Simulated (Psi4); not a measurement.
Two rigid molecules brought together: C2H4 ··· Li+ (SMILES C=C and [Li+]) (charge +1). Monomers: optimised at B3LYP-D3(BJ) (def2-TZVP), held rigid. Orientation: lowest of the rigid-body minima from ten starts at GFN2-xTB (searched outside a hard wall at short contacts). The monomers approach along the line of their centres of mass (distance R); nothing else relaxes. The shortest distances reach bonding range, where SAPT0 and rigid monomers are unreliable.

Levels of theory: PBE/def2-TZVP, counterpoise-corrected (Psi4); PBE-D3(BJ)/def2-TZVP, counterpoise-corrected (Psi4); wB97X-D/def2-TZVP, counterpoise-corrected (Psi4).

Interaction energies in kcal/mol; the last columns give the difference from wB97X-D:

```csv
R / Å,PBE/def2-TZVP,PBE-D3(BJ)/def2-TZVP,wB97X-D/def2-TZVP,PBE/def2-TZVP − wB97X-D/def2-TZVP,PBE-D3(BJ)/def2-TZVP − wB97X-D/def2-TZVP
1.70,-1.97,-2.69,0.40,-2.36,-3.09
1.93,-16.57,-17.29,-15.04,-1.53,-2.25
2.14,-20.85,-21.54,-19.91,-0.94,-1.63
2.30,-21.23,-21.92,-20.74,-0.50,-1.18
2.51,-19.90,-20.70,-19.88,-0.02,-0.82
2.68,-18.13,-19.49,-18.32,0.19,-1.17
2.98,-14.65,-16.74,-14.89,0.24,-1.84
3.29,-11.36,-13.17,-11.53,0.17,-1.64
3.80,-7.27,-8.49,-7.34,0.07,-1.15
4.53,-3.90,-4.48,-3.95,0.05,-0.53
5.46,-1.97,-2.18,-2.03,0.06,-0.15
6.82,-0.90,-0.96,-0.95,0.04,-0.01
```

PBE/def2-TZVP is furthest from wB97X-D/def2-TZVP at 1.70 (-2.36 kcal/mol, below); its mean absolute difference over the points is 0.51 kcal/mol.

PBE-D3(BJ)/def2-TZVP is furthest from wB97X-D/def2-TZVP at 1.70 (-3.09 kcal/mol, below); its mean absolute difference over the points is 1.29 kcal/mol.
